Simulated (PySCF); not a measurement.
```xyz
7

O      2.3642    -0.8810     0.1563
C      1.2082    -0.7531     0.2786
Si    -0.1772     0.5100    -0.0918
O     -1.4938    -0.3861    -0.4687
H      0.0080     1.4352    -1.2350
H     -0.2791     1.2242     1.2064
H     -1.6847    -1.1419     0.0907
```

Charge 0, multiplicity 2.

**Question.** Give the Mulliken and meta-Löwdin atomic charges from PBE0-D4/def2-TZVP in PySCF.

**Answer.** 
```
atom  Mulliken (e)  meta-Löwdin (e)
----  ------------  ---------------
O1           -0.13            -0.23
C2           -0.06            -0.01
Si3           0.41             0.83
O4           -0.51            -0.75
H5           -0.01            -0.10
H6           -0.03            -0.11
H7            0.33             0.36
```
